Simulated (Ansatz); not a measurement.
`N[SiH](O)[GaH2]` and `[NH2][GeH2][SiH](N)O` differ in one atom or group.

Ansatz, PBE0-D4/def2-TZVP geometries, multiplicity 1. Each molecule was computed in one conformer, which needn't be the lowest.

Scalar relativity is left out up to krypton.

```json
{"property": "HOMO energy (PBE/def2-TZVPP) / eV", "`N[SiH](O)[GaH2]`": "-5.96"}
{"property": "size of the dipole moment (PBE/def2-TZVPP) / D", "`N[SiH](O)[GaH2]`": "2.52"}
{"property": "LUMO energy (PBE0/def2-TZVPP) / eV", "`N[SiH](O)[GaH2]`": "-1.76"}
{"property": "HOMO–LUMO gap (B3LYP/def2-TZVPP) / eV", "`N[SiH](O)[GaH2]`": "4.90"}
{"property": "LUMO energy (PBE/def2-TZVPP) / eV", "`N[SiH](O)[GaH2]`": "-2.57"}
{"property": "size of the dipole moment (B3LYP/def2-TZVPP) / D", "`N[SiH](O)[GaH2]`": "2.51"}
```

**Question.** Give the same properties after the change, and the shifts. (An estimate is asked.)

**Answer.** Computed: 
```json
{"property": "HOMO energy (PBE/def2-TZVPP) / eV", "`[NH2][GeH2][SiH](N)O`": "-5.54", "shift": "0.42"}
{"property": "size of the dipole moment (PBE/def2-TZVPP) / D", "`[NH2][GeH2][SiH](N)O`": "2.56", "shift": "0.04"}
{"property": "LUMO energy (PBE0/def2-TZVPP) / eV", "`[NH2][GeH2][SiH](N)O`": "0.27", "shift": "2.03"}
{"property": "HOMO–LUMO gap (B3LYP/def2-TZVPP) / eV", "`[NH2][GeH2][SiH](N)O`": "6.73", "shift": "1.83"}
{"property": "LUMO energy (PBE/def2-TZVPP) / eV", "`[NH2][GeH2][SiH](N)O`": "-0.55", "shift": "2.02"}
{"property": "size of the dipole moment (B3LYP/def2-TZVPP) / D", "`[NH2][GeH2][SiH](N)O`": "2.62", "shift": "0.11"}
```

With PBE0 the HOMO rises by 0.14 eV and the LUMO rises by 2.03 eV, so the gap widens by about 1.89 eV. PBE moves the HOMO by 0.42 eV and ωB97M-V by -0.11 eV. Dipoles are sizes alone; their direction can turn.

Positive LUMOs are unbound, so they and the gaps depend on the basis.

B3LYP here is the variant with VWN-RPA as its local correlation; programs differ in this.
